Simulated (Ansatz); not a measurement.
The same path of CH$_{4}$NOSb (8 atoms, charge 0, multiplicity 1) was run twice with different band settings. The coordinate that changes most is the dihedral O1–C2–N3–Sb4.

Theory: RKS LDA/def2-SVP (Ansatz).

Relaxed end points:

```xyz
8
Properties=species:S:1:pos:R:3
O -0.510 1.470 -1.026
C 0.413 1.243 -0.248
N 0.431 0.142 0.506
Sb -1.341 -0.929 0.129
H 1.288 1.945 -0.130
H 1.211 -0.079 1.134
H -0.782 -1.564 -1.381
H -0.618 -2.285 0.960
```

```xyz
8
Properties=species:S:1:pos:R:3
O 1.425 2.128 -0.050
C 0.435 1.431 -0.111
N 0.419 0.084 0.043
Sb -1.333 -1.010 -0.082
H -0.605 1.848 -0.307
H 1.345 -0.334 0.222
H -0.629 -2.236 -1.083
H -0.964 -1.968 1.312
```

Common settings: movable images 9; climbing image yes; spring 5.0 eV/Å²; optimiser quadratic models (default); start path through a guess of the saddle point; end points relaxed.

| run | force threshold | iteration limit |
| --- | --- | --- |
| 1 | 0.03 eV/Å | 56 |
| 2 | 0.5 eV/Å | 60 |

Question: What does each run give, and how far can it be trusted?

Answer: Run 1: converged after 17 iterations, highest image 1.177 eV above the first end. A vibrational analysis at the climbing image gives one clearly imaginary mode, 381i cm⁻¹: a first-order saddle point.
Run 2: converged after 13 iterations, highest image 1.191 eV above the first end. The threshold of 0.5 eV/Å is loose, so the images may lie well off the minimum-energy path. The order of the point at the top wasn't checked.
